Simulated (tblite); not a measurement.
Compound: C7H5NSi.
SMILES: `C#CC1=CC=C[Si@@H]1C#N`

Method: GFN2-xTB as coded in tblite; computed harmonic values from a numerical Hessian at the method's own geometry, unscaled. Errors from tens to a few hundred cm⁻¹ against measured bands are possible. Modes of hydrogen on silicon can be 10 to 20 % off.

Harmonic wavenumbers (cm⁻¹): 60.2, 72.4, 128.0, 146.4, 256.3, 311.2, 321.7, 388.3, 403.2, 422.0, 452.5, 541.4, 568.3, 595.0, 627.7, 643.0, 659.6, 697.0, 738.4, 815.5, 858.2, 911.0, 1033.8, 1093.6, 1187.4, 1230.1, 1310.2, 1515.9, 1594.6, 2223.0, 2287.9, 2351.5, 3063.7, 3076.4, 3109.5, 3396.2.

A = 1664, B = 1349, C = 836.0 MHz; mass 131.019 u (most abundant isotopes); point group C1, symmetry number 1.

Task: Zero-point energy?

Result: ½Σν̃ = 19546 cm⁻¹ = 55.88 kcal/mol.

Task: What is S at 273.15 K and 1 bar for an ideal gas of classical rigid rotors and harmonic oscillators?

Result: Translation 40.11, rotation 29.27, vibration 23.75: S = 93.1 cal/(mol K).

Task: And Cp and H(273.15 K) − H(0)?

Result: Cp = 35.04 cal/(mol K), of which vibrations give 27.09 (their classical limit is 36 R = 71.5); H(273.15 K) − H(0) = 5.76 kcal/mol without the zero-point energy, 3.59 from vibrations.

Task: Which modes carry the vibrational entropy at 273.15 K?

Result: 60.2 cm⁻¹: 4.28; 72.4 cm⁻¹: 3.91; 128.0 cm⁻¹: 2.81; 146.4 cm⁻¹: 2.55; 256.3 cm⁻¹: 1.54; 311.2 cm⁻¹: 1.21 cal/(mol K); the other 30 give 7.45 together.

Task: How do the functions run with temperature in this model?

Result: 
| T (K) | S (cal/(mol K)) | Cp (cal/(mol K)) | H − H(0) (kcal/mol) | G − H(0) (kcal/mol) | ln q(vib) |
| --- | --- | --- | --- | --- | --- |
| 150 | 76.1 | 22.4 | 2.20 | -9.22 | 2.43 |
| 250 | 90.1 | 32.9 | 4.98 | -17.55 | 4.77 |
| 298.15 | 96.3 | 37.2 | 6.67 | -22.04 | 5.94 |
| 400 | 108.3 | 44.5 | 10.85 | -32.47 | 8.41 |
| 600 | 128.3 | 54.0 | 20.77 | -56.20 | 13.07 |
| 900 | 151.9 | 62.5 | 38.36 | -98.39 | 19.33 |

q(vib) and H(0) count from the zero-point level.

Task: Blend soft modes into free rotors: weight 1/[1 + (100 cm⁻¹/ν̃)⁴] for the oscillator and the rest for a rotor with moment μB/(μ + B), μ = h/(8π²ν), B = 10⁻⁴⁴ kg m². What vibrational entropy results?

Result: 22.13 cal/(mol K) in place of 23.75, which changes −T·S at 273.15 K by +0.44 kcal/mol.

Task: What must be added to the electronic energy to get the Gibbs energy at 273.15 K and 1 bar?

Result: ZPE + [H(273.15 K) − H(0)] − T·S = 55.88 + 5.76 − 25.44 = 36.20 kcal/mol.

Hindered rotation and anharmonicity are outside this model. The structure is chiral; the term R ln 2 for an equal mix with its mirror image is left out.
